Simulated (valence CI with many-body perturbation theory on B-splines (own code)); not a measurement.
## Level structure of Re XXXVII

Calculated by relativistic CI+MBPT: three valence electrons over a frozen Dirac-Fock core [Kr], a basis of 7 s, 7 p, 8 d, 6 f, 4 g, 1 h functions for each j, with the one-electron correlation potential Σ1 (screened to all orders), the two-electron term Σ2, the three-electron term Σ3, Breit, model QED; selected single and double excitations, second order for the rest, scaled by the run's own slope (own B-spline code, finite nucleus).

The last digits are not significant, and no measured levels were compared; by estimate large intervals hold to a few tenths of a per cent, small ones and those within an open d or f shell to about a per cent. Only levels of the ground parity were solved; by the run's estimate the other parity begins above the list, which can be wrong where configurations are misplaced.

Levels 1 to 19 of 19, with energies above the lowest level, (4d3/2^3) J=3/2. "Leading %" is the weight of the configuration and term that name the level; weights of strongly mixed levels are sums over their largest components and can fall short, so below about 35 % the name and the second component can differ from the true leading terms, or belong to a minority configuration. In the jj column 3d3/2^4 stands for four electrons in 3d with j = 3/2.

| No. | Configuration | Term | J | E (cm⁻¹) | Leading % | Leading jj | g | Second component |
| --- | --- | --- | --- | --- | --- | --- | --- | --- |
| 1 | 4d³ | ⁴F | 3/2 | 0 | 49 | 4d3/2^3 (97 %) | 0.693 | 36 % 4d³ ²D |
| 2 | 4d³ | ⁴F | 5/2 | 132140 | 84 | 4d3/2^2 4d5/2 (98 %) | 1.053 | 14 % 4d³ ²D |
| 3 | 4d³ | ⁴P | 3/2 | 151830 | 39 | 4d3/2^2 4d5/2 (98 %) | 1.201 | 30 % 4d³ ⁴F |
| 4 | 4d³ | ²G | 7/2 | 163880 | 47 | 4d3/2^2 4d5/2 (95 %) | 1.055 | 37 % 4d³ ⁴F |
| 5 | 4d³ | ²H | 9/2 | 166620 | 44 | 4d3/2^2 4d5/2 (99 %) | 1.050 | 42 % 4d³ ²G |
| 6 | 4d³ | ⁴P | 1/2 | 168170 | 60 | 4d3/2^2 4d5/2 (99 %) | 1.857 | 40 % 4d³ ²P |
| 7 | 4d³ | ⁴P | 5/2 | 234440 | 42 | 4d3/2^2 4d5/2 (91 %) | 1.293 | 37 % 4d³ ²D |
| 8 | 4d³ | ⁴F | 7/2 | 294090 | 61 | 4d3/2 4d5/2^2 (97 %) | 1.106 | 36 % 4d³ ²G |
| 9 | 4d³ | ⁴F | 9/2 | 308270 | 52 | 4d3/2 4d5/2^2 (96 %) | 1.138 | 42 % 4d³ ²H |
| 10 | 4d³ | ⁴P | 3/2 | 322200 | 41 | 4d3/2 4d5/2^2 (99 %) | 1.128 | 39 % 4d³ ²D |
| 11 | 4d³ | ²P | 1/2 | 331340 | 60 | 4d3/2 4d5/2^2 (99 %) | 1.472 | 40 % 4d³ ⁴P |
| 12 | 4d³ | ²D | 5/2 | 337740 | 42 | 4d3/2 4d5/2^2 (91 %) | 1.255 | 32 % 4d³ ⁴P |
| 13 | 4d³ | ²H | 11/2 | 339290 | 100 | 4d3/2 4d5/2^2 (100 %) | 1.087 |  |
| 14 | 4d³ | ²D | 5/2 | 361190 | 45 | 4d3/2 4d5/2^2 (97 %) | 1.103 | 40 % 4d³ ²F |
| 15 | 4d³ | ²F | 7/2 | 366130 | 81 | 4d3/2 4d5/2^2 (98 %) | 1.097 | 17 % 4d³ ²G |
| 16 | 4d³ | ²D | 3/2 | 422830 | 71 | 4d3/2 4d5/2^2 (90 %) | 0.932 | 22 % 4d³ ²P |
| 17 | 4d³ | ²G | 9/2 | 468460 | 52 | 4d5/2^3 (98 %) | 1.154 | 34 % 4d³ ⁴F |
| 18 | 4d³ | ²D | 3/2 | 511520 | 51 | 4d5/2^3 (90 %) | 1.091 | 35 % 4d³ ²P |
| 19 | 4d³ | ²D | 5/2 | 543840 | 62 | 4d5/2^3 (95 %) | 1.162 | 22 % 4d³ ²F |

The ionisation energy to 4d² ³F2 of the next ion comes out as 1584.9 eV (NIST: 1583 ± 5 eV (theoretical)). All 19 levels together are meant to be complete up to 565600 cm⁻¹.
